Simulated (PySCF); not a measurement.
Species: CH₆N₂OSi₂.
SMILES: `N#C[SiH2]O[SiH2]N`

The closed-shell SCF was solved with PySCF and density fitting under several settings on one GFN2-xTB geometry (grid level 2 and gas phase unless stated).

```json
{"settings": "LDA/aug-pcSseg-1, grid level 1, fitting basis def2-qzvpp-jkfit", "basis functions": "224", "SCF cycles": "11", "E (Eh)": "-801.3852", "HOMO (eV)": "-6.59", "LUMO (eV)": "-2.16", "dipole (D)": "4.64"}
{"settings": "B3LYP/def2-SVP, energy threshold 1e-06 Eh", "basis functions": "122", "SCF cycles": "8", "E (Eh)": "-805.2033", "HOMO (eV)": "-7.31", "LUMO (eV)": "-0.74", "dipole (D)": "4.51"}
```

Problem. Estimate the rows for these settings: (1) LC-wPBE/aug-pcSseg-1; (2) PBE0/STO-3G, energy threshold 1e-08 Eh; (3) OLYP/pcSseg-1, start guess atom.

Solution. 
```json
{"settings": "LC-wPBE/aug-pcSseg-1", "basis functions": "224", "SCF cycles": "14", "E (Eh)": "-805.1732", "HOMO (eV)": "-10.72", "LUMO (eV)": "0.57", "dipole (D)": "4.69"}
{"settings": "PBE0/STO-3G, energy threshold 1e-08 Eh", "basis functions": "44", "SCF cycles": "9", "E (Eh)": "-795.3002", "HOMO (eV)": "-4.02", "LUMO (eV)": "4.22", "dipole (D)": "4.41"}
{"settings": "OLYP/pcSseg-1, start guess atom", "basis functions": "146", "SCF cycles": "12", "E (Eh)": "-805.3922", "HOMO (eV)": "-6.17", "LUMO (eV)": "-1.44", "dipole (D)": "4.53"}
```

Problem. Over all rows, what range does the HOMO–LUMO gap span?

Solution. From 4.43 eV (LDA/aug-pcSseg-1, grid level 1, fitting basis def2-qzvpp-jkfit) to 11.29 eV (LC-wPBE/aug-pcSseg-1). The functional of the narrowest has no exact exchange, that of the widest range-separated exact exchange.

Problem. And the dipole moment?

Solution. From 4.41 D (PBE0/STO-3G, energy threshold 1e-08 Eh) to 4.69 D (LC-wPBE/aug-pcSseg-1); the largest is 1.06 times the smallest, and the median is 4.53 D.

Cycle counts include a coarse-grid stage where the run had one.

The values belong to the conformer `[N:1]#[C:2][SiH2:3][O:4][SiH2:5][NH2:6]`: C2–Si3–O4–Si5 -51°, Si3–O4–Si5–N6 -65°, H–N6–Si5–O4 176°, H–N6–Si5–O4 -44°.
